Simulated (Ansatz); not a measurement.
Frontier orbitals of CH3ClF2O2W, SMILES `C[O][W](=[O])([F])([F])[Cl]`.

The species carries charge 0 and has multiplicity 1. Correlated methods include outer-core shells of W, which these sets cover unevenly. W: def2 effective core potential. The geometry is a stationary point of PBE0-D4/def2-TZVP. It is one conformer, not always the lowest. Basis def2-TZVPP, Ansatz.

```json
{"functional": "PBE", "HOMO (eV)": "-7.92", "LUMO (eV)": "-4.10", "gap (eV)": "3.82"}
{"functional": "PBE0", "HOMO (eV)": "-9.44", "LUMO (eV)": "-3.44", "gap (eV)": "6.00"}
{"functional": "r2SCANh", "HOMO (eV)": "-8.87", "LUMO (eV)": "-3.85", "gap (eV)": "5.02"}
{"functional": "HSE06 (plane-wave form)", "HOMO (eV)": "-9.03", "LUMO (eV)": "-3.82", "gap (eV)": "5.21"}
{"functional": "ωB97M-V", "HOMO (eV)": "-11.72", "LUMO (eV)": "-1.29", "gap (eV)": "10.43"}
```

Against PBE, PBE0 changes HOMO and LUMO by −1.52 and +0.66 eV, ωB97M-V by −3.80 and +2.81 eV. A gap of 3.82 eV thus becomes 10.43 eV for the same molecule, so an orbital gap means little without its functional.
